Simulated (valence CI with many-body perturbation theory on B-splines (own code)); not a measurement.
**Pd⁴⁰⁺: electric-dipole lines**

Computed by configuration interaction combined with many-body perturbation theory (CI+MBPT): four valence electrons over a frozen Dirac-Fock core [He], radial functions for each j: 11 s, 11 p, 10 d, 8 f, 5 g, 2 h, with the one-electron correlation potential Σ1, the two-electron term Σ2, the three-electron term Σ3, Breit, model QED; selected CI, second order for the rest, scaled by the run's own slope (own B-spline code, finite nucleus).

The last digits are not significant, and no measured levels were compared; by estimate large intervals hold to a few tenths of a per cent, small ones and those within an open d or f shell to about a per cent. Among the levels kept, up to 940 cm⁻¹ of a level comes from second order outside the variational space, and about a tenth of that is noise between levels of different J, which matters for small intervals.

Lines 201 to 250 of 554 in falling wavelength, among levels below 4303.0 eV, chosen from the strongest by gf and those to the six lowest levels. Wavelengths and rates use the calculated energies. Electric multipoles are in the length gauge, E1 and E2 with the static RPA response of the core. Weak lines are less certain than strong ones. Lines between different terms over intervals too small for the method are left out, as are lines whose strength nearly cancels. Where a level lies close to another of its J and parity, the split of strength between their lines is uncertain. The highest levels of a list are the least certain.

Levels are named by their leading jj configuration (3d3/2^4 stands for four electrons in 3d with j = 3/2), which in mixed levels can hold well under half, so a name can repeat and another be missing. Letters in brackets count levels of one name in rising energy.

```csv
λ vac (nm),Upper,Lower,A (s⁻¹),S (a.u.) with core polarisation,S without
3.583,(2s 2p1/2 2p3/2 3s) J=1 [c],(2s^2 2p1/2 3s) J=1,2.16e+11,1.47e-02,1.47e-02
3.581,(2p1/2 2p3/2^2 3p1/2) J=1 [b],(2s 2p1/2 2p3/2 3p1/2) J=2 [c],2.42e+11,1.65e-02,1.65e-02
3.577,(2s 2p1/2 2p3/2 3d5/2) J=2 [d],(2s^2 2p1/2 3d5/2) J=3,3.31e+11,3.74e-02,3.75e-02
3.570,(2s 2p3/2^2 3p3/2) J=2 [c],(2s^2 2p3/2 3p3/2) J=2,2.02e+11,2.27e-02,2.28e-02
3.563,(2p1/2^2 2p3/2 3p3/2) J=3,(2s 2p1/2^2 3p3/2) J=2,1.49e+11,2.33e-02,2.33e-02
3.563,(2s 2p1/2 2p3/2 3d3/2) J=1 [c],(2s^2 2p1/2 3d3/2) J=2,3.29e+11,2.20e-02,2.21e-02
3.561,(2s 2p3/2^2 3d3/2) J=1 [b],(2s^2 2p3/2 3d3/2) J=2,2.02e+11,1.35e-02,1.36e-02
3.555,(2s 2p1/2 2p3/2 3p3/2) J=1 [c],(2s^2 2p1/2 3p3/2) J=1,1.99e+11,1.32e-02,1.32e-02
3.544,(2p1/2^2 2p3/2 3d5/2) J=4,(2s 2p1/2^2 3d5/2) J=3,8.06e+10,1.59e-02,1.60e-02
3.543,(2s 2p1/2 2p3/2 3p3/2) J=1 [d],(2s^2 2p1/2 3p3/2) J=2,2.51e+11,1.65e-02,1.65e-02
3.539,(2p1/2 2p3/2^2 3s) J=1 [b],(2s 2p1/2 2p3/2 3s) J=2 [c],2.71e+11,1.78e-02,1.78e-02
3.533,(2s 2p3/2^2 3s) J=1 [a],(2s^2 2p3/2 3s) J=2,2.66e+11,1.74e-02,1.74e-02
3.531,(2p1/2 2p3/2^2 3p3/2) J=1 [c],(2s 2p1/2 2p3/2 3p3/2) J=2 [c],2.13e+11,1.39e-02,1.39e-02
3.531,(2s 2p3/2^2 3d3/2) J=3 [b],(2s^2 2p3/2 3d3/2) J=3,2.49e+11,3.78e-02,3.79e-02
3.528,(2p1/2 2p3/2^2 3p3/2) J=2 [c],(2s 2p1/2 2p3/2 3p3/2) J=3 [c],1.90e+11,2.06e-02,2.06e-02
3.526,(2s 2p3/2^2 3d5/2) J=3 [c],(2s^2 2p3/2 3d5/2) J=2,7.19e+10,1.09e-02,1.09e-02
3.520,(2s 2p3/2^2 3s) J=1 [b],(2s^2 2p3/2 3s) J=1,2.71e+11,1.75e-02,1.75e-02
3.518,(2s 2p3/2^2 3p3/2) J=3 [b],(2s^2 2p3/2 3p3/2) J=3,3.14e+11,4.73e-02,4.74e-02
3.517,(2s 2p3/2^2 3d5/2) J=4 [b],(2s^2 2p3/2 3d5/2) J=4,2.88e+11,5.56e-02,5.58e-02
3.514,(2p1/2^2 2p3/2 3d3/2) J=3,(2s 2p1/2^2 3d3/2) J=2,1.13e+11,1.69e-02,1.70e-02
3.504,(2s 2p3/2^2 3p1/2) J=1 [b],(2s^2 2p3/2 3p1/2) J=2,2.35e+11,1.50e-02,1.50e-02
3.503,(2s 2p3/2^2 3p1/2) J=2 [b],(2s^2 2p3/2 3p1/2) J=2,3.66e+11,3.89e-02,3.90e-02
3.501,(2p1/2 2p3/2^2 3s) J=2 [b],(2s 2p1/2 2p3/2 3s) J=2 [b],1.34e+11,1.42e-02,1.43e-02
3.500,(2s 2p3/2^2 3p1/2) J=1 [a],(2s^2 2p3/2 3p1/2) J=1,3.68e+11,2.33e-02,2.34e-02
3.497,(2p1/2^2 2p3/2 3p1/2) J=2,(2s 2p1/2^2 3p1/2) J=1,1.03e+11,1.09e-02,1.09e-02
3.497,(2s 2p3/2^2 3d3/2) J=2 [c],(2s^2 2p3/2 3d3/2) J=3,2.75e+11,2.90e-02,2.90e-02
3.494,(2s 2p1/2 2p3/2^2) J=0,(2s^2 2p1/2 2p3/2) J=1,2.34e+11,4.92e-03,4.93e-03
3.490,(2s 2p3/2^2 3d5/2) J=3 [b],(2s^2 2p3/2 3d5/2) J=4,3.28e+11,4.82e-02,4.83e-02
3.484,(2s 2p3/2^2 3s) J=2 [b],(2s^2 2p3/2 3s) J=2,3.18e+11,3.32e-02,3.32e-02
3.476,(2s 2p1/2^2 2p3/2) J=1,(2s^2 2p1/2^2) J=0,2.58e+11,1.60e-02,1.61e-02
3.475,(2p1/2^2 2p3/2 3d3/2) J=2,(2s^2 2p3/2 3p3/2) J=3,1.14e+11,1.19e-02,1.19e-02
3.472,(2p1/2^2 2p3/2 3d5/2) J=1,(2s 2p1/2^2 3d5/2) J=2,1.65e+11,1.02e-02,1.03e-02
3.469,(2s 2p3/2^2 3d5/2) J=2 [c],(2s^2 2p3/2 3d5/2) J=3,3.46e+11,3.56e-02,3.57e-02
3.468,(2s 2p3/2^2 3p3/2) J=2 [b],(2s^2 2p3/2 3p3/2) J=3,1.83e+11,1.88e-02,1.89e-02
3.466,(2s 2p3/2^2 3d5/2) J=1 [b],(2s^2 2p3/2 3d5/2) J=2,2.77e+11,1.71e-02,1.71e-02
3.465,(2p1/2^2 2p3/2 3s) J=2,(2s 2p1/2^2 3s) J=1,1.56e+11,1.61e-02,1.61e-02
3.462,(2s 2p3/2^2 3d3/2) J=2 [b],(2s 2p1/2 2p3/2 3p1/2) J=2 [a],1.23e+11,1.26e-02,1.26e-02
3.448,(2p1/2 2p3/2^2 3p3/2) J=4,(2s 2p1/2 2p3/2 3p3/2) J=4,1.35e+11,2.47e-02,2.47e-02
3.446,(2p1/2 2p3/2^2 3p1/2) J=3,(2s 2p1/2 2p3/2 3p1/2) J=3,1.36e+11,1.93e-02,1.93e-02
3.430,(2p1/2 2p3/2^2 3p1/2) J=2 [b],(2s 2p1/2 2p3/2 3p1/2) J=2 [b],1.54e+11,1.53e-02,1.54e-02
3.422,(2s 2p1/2 2p3/2^2) J=2 [b],(2s^2 2p1/2 2p3/2) J=2,3.97e+11,3.93e-02,3.93e-02
3.403,(2p1/2^2 2p3/2 3d5/2) J=3,(2s 2p1/2^2 3d5/2) J=3,1.02e+11,1.39e-02,1.39e-02
3.396,(2p1/2 2p3/2^2 3p1/2) J=2 [a],(2s^2 2p3/2 3d3/2) J=2,1.14e+11,1.10e-02,1.10e-02
3.392,(2p1/2 2p3/2^2 3s) J=3,(2s 2p1/2 2p3/2 3s) J=3,1.24e+11,1.67e-02,1.67e-02
3.387,(2s 2p1/2 2p3/2^2) J=1 [a],(2s^2 2p1/2 2p3/2) J=1,3.88e+11,2.23e-02,2.24e-02
3.377,(2p1/2 2p3/2^2 3d3/2) J=3,(2s 2p1/2 2p3/2 3d3/2) J=3 [a],1.01e+11,1.34e-02,1.34e-02
3.375,(2p1/2 2p3/2^2 3p3/2) J=3 [a],(2s 2p1/2 2p3/2 3p3/2) J=3 [a],1.49e+11,1.98e-02,1.99e-02
3.375,(2s 2p1/2 2p3/2^2) J=1 [b],(2s^2 2p1/2 2p3/2) J=2,3.82e+11,2.17e-02,2.18e-02
3.364,(2p1/2 2p3/2^2 3d5/2) J=4,(2s 2p1/2 2p3/2 3d5/2) J=4 [a],1.33e+11,2.25e-02,2.25e-02
3.319,(2p1/2 2p3/2^2 3s) J=2 [a],(2s 2p1/2 2p3/2 3s) J=2 [a],1.36e+11,1.23e-02,1.23e-02
```
